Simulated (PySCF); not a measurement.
# Correlation energy of K⁺ (potassium, charge +1)

[Ar], closed-shell 1S. All numbers are calculated (PySCF 2.14, the non-relativistic Hamiltonian (point nucleus), in 6-31G* (5s4p3d, 32 functions)). Frozen: [Ne] 3s2; 6 electrons correlated.

Total MP2 correlation energy: -109.19 mhartree.

Same-spin part -34.25 and opposite-spin part -74.95 mhartree; SCS-MP2 scales them by 1/3 and 6/5 to -101.35 mhartree.

| level | correlation energy (mhartree) |
| --- | --- |
| CCSD | -124.33 |
| (T) | -0.06 |
| CCSD(T) | -124.39 |

Diagnostics: T1 = 0.0026, D1 = 0.0037, largest double amplitude 0.029.

Cost of the coupled-cluster step: 0.14 s of wall time on 1 thread of Neoverse-N1 (shared host), for 6 correlated electrons.

Iterations:

```
CC2 = 0
CCSD nocc = 3, nmo = 26
frozen orbitals [0, 1, 2, 3, 4, 5]
max_cycle = 100
direct = 0
conv_tol = 1e-08
conv_tol_normt = 1e-06
diis_space = 8
diis_start_cycle = 0
Init t2, MP2 energy = -599.080866494708  E_corr(MP2) -0.109193958785291
Init E_corr(CCSD) = -0.109193958785291
cycle = 1  E_corr(CCSD) = -0.121994976746147  dE = -0.012801018  norm(t1,t2) = 0.0196241
cycle = 2  E_corr(CCSD) = -0.123775422493197  dE = -0.00178044575  norm(t1,t2) = 0.00490884
cycle = 3  E_corr(CCSD) = -0.124332375610408  dE = -0.000556953117  norm(t1,t2) = 0.00159271
cycle = 4  E_corr(CCSD) = -0.124328034199097  dE = 4.34141131e-06  norm(t1,t2) = 0.000125448
cycle = 5  E_corr(CCSD) = -0.124329095178541  dE = -1.06097944e-06  norm(t1,t2) = 1.09773e-05
cycle = 6  E_corr(CCSD) = -0.1243292211039  dE = -1.25925359e-07  norm(t1,t2) = 1.56177e-06
cycle = 7  E_corr(CCSD) = -0.124329201025049  dE = 2.00788512e-08  norm(t1,t2) = 2.64854e-07
cycle = 8  E_corr(CCSD) = -0.124329199977915  dE = 1.04713431e-09  norm(t1,t2) = 2.45162e-08
CCSD converged
E(CCSD) = -599.0960017359002  E_corr = -0.1243291999779146
CCSD(T) correction = -5.64494600345709e-05
```
